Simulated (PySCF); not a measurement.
PySCF 2.14 output of a UHF calculation on a single atom or ion in aug-cc-pVDZ-PP with ECP60MDF (5s4p3d, 32 functions), with a scalar-relativistic core potential:

```
SCF conv_tol = 1e-09
number electrons alpha = 10  beta = 9
cycle= 1 E= -170.65366452188  delta_E= -7.05e-12  |g|= 6.71e-07  |ddm|= 1.22e-05
converged SCF energy = -170.65366452188  <S^2> = 0.75076312  2S+1 = 2.000763
```

The run itself started from symmetry-adapted Hartree-Fock orbitals and held the occupation by maximum overlap, so the iterations belong to that start.

Which element, charge and spin multiplicity is this?

Tl²⁺ (thallium, charge +2), multiplicity 2; the state was [Xe] 4f14 5d10 6s1, 2S determinant.

Energies and moments cover only the electrons outside the core potential. Spin-orbit coupling, which splits the p, d and f shells strongly at this Z, is absent.
